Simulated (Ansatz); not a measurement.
Basis-set extrapolation for `CN(C)[B]O` radical (PBE0-D4/def2-TZVP geometry, frozen core, Ansatz). Multiplicity 2, UHF reference.

```tsv
	def2-TZVPP	def2-QZVPP
HF	-233.921247	-233.932694
MP2 correlation	-0.874625	-0.936172
CCSD(T) correlation	-0.947013	not run
```

Energies in hartree. Use E(X) = E(∞) + A·exp(−7.88·√X) for Hartree–Fock and E(X) = E(∞) + B·X^(−2.97) for correlation, with X = 3 and 4, and add CCSD(T) minus MP2 of the smaller set to the MP2 limit.

What is the CCSD(T) energy at the basis-set limit?

HF limit: -233.932694 + (-0.011447) × 0.13774 = -233.93427. MP2 limit: -0.936172 + (-0.061547) × 0.74074 = -0.98176. Higher-order term: -0.947013 − (-0.874625) = -0.07239. Total: -234.98842 hartree, 315.5 kJ/mol below CCSD(T)/def2-TZVPP.
